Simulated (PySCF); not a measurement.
CH₈GeN₂.
Structure used (PBE0-D3(BJ)/def2-SVP), in Å, numbered top down from 1:
```xyz
12
CH8GeN2 angstrom
N     -1.222   -0.559    0.976
C     -1.144    0.492   -0.022
Ge     0.544    0.223   -0.984
N      1.722   -0.362    0.317
H     -2.081   -0.494    1.519
H     -0.447   -0.459    1.631
H     -1.187    1.531    0.367
H     -1.970    0.388   -0.744
H      0.361   -0.793   -2.137
H      1.130    1.535   -1.546
H      1.638   -1.359    0.505
H      2.697   -0.170    0.105
```

Method used: core-valence-separated Tamm–Dancoff BHandHLYP/aug-pcX-1 (pcseg-1 on H, def2-SVPD on Ge) in PySCF, non-relativistic, gas phase, PBE0-D3(BJ)/def2-SVP geometry. BHandHLYP without relativity tends to put these K edges a few eV too low, so spacings mean more than positions.

The lowest roots of each edge with f over 0.003 (five at most, numbered afresh; weaker and dark ones are left out), with transition dipoles (au) in the frame of the coordinates:

```json
{"root": "1", "edge": "C", "E (eV)": "285.88", "μx": "-0.0096", "μy": "0.0382", "μz": "-0.0201"}
{"root": "2", "edge": "C", "E (eV)": "286.53", "μx": "0.0748", "μy": "0.0033", "μz": "-0.0146"}
{"root": "3", "edge": "C", "E (eV)": "286.74", "μx": "-0.0001", "μy": "0.0379", "μz": "0.0588"}
{"root": "4", "edge": "N", "E (eV)": "398.78", "μx": "0.0087", "μy": "-0.0111", "μz": "-0.0233"}
{"root": "5", "edge": "N", "E (eV)": "399.27", "μx": "-0.0152", "μy": "0.0051", "μz": "0.0264"}
{"root": "6", "edge": "N", "E (eV)": "399.96", "μx": "0.0431", "μy": "-0.0165", "μz": "0.0422"}
{"root": "7", "edge": "N", "E (eV)": "400.08", "μx": "0.0371", "μy": "0.0372", "μz": "-0.0231"}
{"root": "8", "edge": "N", "E (eV)": "400.34", "μx": "0.0485", "μy": "0.0063", "μz": "-0.0038"}
```

**Question.** What are the oscillator strengths?

**Answer.** f = (2/3) ΔE |μ|², with ΔE in hartree (27.2114 eV):

```json
{"root": "1", "ΔE (Eh)": "10.5060", "|μ|² (au)": "0.001955", "f": "0.014", "core hole on": "C2"}
{"root": "2", "ΔE (Eh)": "10.5299", "|μ|² (au)": "0.005819", "f": "0.041", "core hole on": "C2"}
{"root": "3", "ΔE (Eh)": "10.5374", "|μ|² (au)": "0.004894", "f": "0.034", "core hole on": "C2"}
{"root": "4", "ΔE (Eh)": "14.6549", "|μ|² (au)": "0.000742", "f": "0.007", "core hole on": "N4"}
{"root": "5", "ΔE (Eh)": "14.6730", "|μ|² (au)": "0.000954", "f": "0.009", "core hole on": "N1"}
{"root": "6", "ΔE (Eh)": "14.6984", "|μ|² (au)": "0.003911", "f": "0.038", "core hole on": "N4"}
{"root": "7", "ΔE (Eh)": "14.7026", "|μ|² (au)": "0.003294", "f": "0.032", "core hole on": "N4"}
{"root": "8", "ΔE (Eh)": "14.7124", "|μ|² (au)": "0.002406", "f": "0.024", "core hole on": "N1"}
```

**Question.** Molecules are fixed in this frame and the field points along x. What effective strengths 3 f cos²θ do the roots have (θ between field and μ)?

**Answer.** root 1 (C2): 0.002, root 2 (C2): 0.118, root 3 (C2): 0.000, root 4 (N4): 0.002, root 5 (N1): 0.007, root 6 (N4): 0.055, root 7 (N4): 0.040, root 8 (N1): 0.069. Root 2 is the strongest. Averaged over all orientations cos²θ is 1/3, which gives f back.

 Relativistic effects, spin–orbit coupling among them, are left out although an element past zinc is present.

One conformer stands for the species.
